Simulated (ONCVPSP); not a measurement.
# Building the ONCV potential for copper (LDA (Perdew-Zunger), scalar-relativistic).

```
Element                 : copper
Generator               : ONCVPSP 4.0.1
Type                    : optimised norm-conserving Vanderbilt (ONCV)
Functional              : LDA (Perdew-Zunger)
Relativity              : scalar-relativistic
Frozen core             : [Ne]
Valence charge          : 19
Reference configuration : 3s2 3p6 3d10 (charge +1)
Partial waves           : 3s: rc 0.90 bohr, ncon 3, nbas 6, qcut 17.5 1/bohr, 2 projectors, debl 2 Ha; 3p: rc 0.95 bohr, ncon 5, nbas 8, qcut 15.5 1/bohr, 2 projectors, debl 1.2 Ha; 3d: rc 1.55 bohr, ncon 4, nbas 9, qcut 11.1 1/bohr, 2 projectors, debl 2.5 Ha
Local potential         : polynomial inside 0.70 bohr (lpopt 2, dvloc0 0 Ha)
Core correction         : Teter function, fcfact 3.75, rcfact 1.05
```

In the s channel the program set the typed energies aside and used -4.514, 0.250 Ha. In the p channel the program set the typed energies aside and used -2.967, 0.250 Ha.

What the tests gave:

| Property | Result |
| --- | --- |
| Cutoffs needed | 82 Ha and 99 Ha (the cutoffs (Ha) at which the residual kinetic energy of the hardest occupied pseudo-wave falls to 1 and 0.1 mHa per electron) |
| Ghost test | no bound ghost flagged; no localised positive-energy state flagged |
| Largest excitation error | -239 meV (all-electron minus pseudo) for 3s1 3p6 3d10 4s1, out of 4 test configurations |
| rms error of d²Exc/dni dnj | 3.18 mHa without and 2.36 mHa with the model core |

Generation and tests took about 4.2 s on one core of a shared server CPU.
